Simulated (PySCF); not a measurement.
**Vertical excitation energies**

Compound: H12NPSi4.
Z-matrix (Å and degrees, GFN2-xTB geometry), rows numbered from 1:
```
Si
N   1  1.7332
Si  2  1.7470  1  128.59
Si  3  2.3235  2  105.30  1   165.90
Si  3  2.3456  2  109.96  1   -67.49
P   5  2.2462  3  113.69  2   -36.56
H   1  1.4598  2  106.78  3   -53.79
H   1  1.4614  2  105.67  3  -174.19
H   1  1.4691  2  111.00  3    65.83
H   2  1.0074  1  114.13  3  -163.03
H   3  1.4770  2  102.91  1    47.56
H   4  1.4648  3  110.18  2   171.61
H   4  1.4656  3  115.33  2   -67.72
H   4  1.4699  3  112.57  2    53.18
H   5  1.4728  3  111.97  2  -153.68
H   5  1.4714  3  117.39  2    84.03
H   6  1.3845  5   94.84  3   -49.46
H   6  1.3832  5   95.10  3    43.13
```

Level of theory: TDDFT B3LYP/def2-SVPD, vertical, gas phase, core orbitals frozen in the response (PySCF 2.14.0, density-fitted response routines).

| state | E (eV) | E (hartree) | f | \|μ\| (D) | main configurations (H = HOMO, L = LUMO) |
| --- | --- | --- | --- | --- | --- |
| S1 | 4.81 | 0.1766 | 0.025 | 1.17 | H→L (94%) |
| S2 | 5.17 | 0.1900 | 0.021 | 1.04 | H→L+1 (98%) |
| S3 | 5.57 | 0.2046 | 0.055 | 1.62 | H-1→L (91%) |
| S4 | 5.76 | 0.2117 | 0.0084 | 0.62 | H-1→L+1 (82%), H→L+2 (15%) |
| S5 | 5.87 | 0.2157 | 0.105 | 2.17 | H→L+2 (75%), H-1→L+1 (14%) |
| S6 | 6.06 | 0.2226 | 0.017 | 0.86 | H→L+3 (91%) |
| S7 | 6.13 | 0.2253 | 0.048 | 1.44 | H→L+4 (82%) |
| S8 | 6.37 | 0.2339 | 0.0031 | 0.36 | H→L+5 (89%) |

Triplets (Tamm–Dancoff): T1 4.42 eV, H→L (95%); T2 4.74 eV, H→L+1 (94%); T3 5.10 eV, H-1→L (64%), H→L+2 (24%).

The lowest singlet lies at 4.81 eV (258 nm, ultraviolet) and is weak; its leading configuration is HOMO→LUMO (94%). The strongest level in the table is S5 at 5.87 eV (211 nm, f = 0.105). Löwdin shares by element: HOMO silicon 31% or more, nitrogen 22%, phosphorus 22% (atoms not listed hold the other 25%); LUMO silicon 58% (atoms not listed hold the other 42%). The listed states span 1.56 eV, and the widest gap between neighbours is 0.40 eV (S2 to S3). Of the 8 states listed, 6 reach f = 0.01 and none stays under 0.0005. Weighted by f, the mean energy of these states is 5.72 eV. Singlets were solved by full linear response, triplets in the Tamm–Dancoff approximation.

One conformer stands for the species.
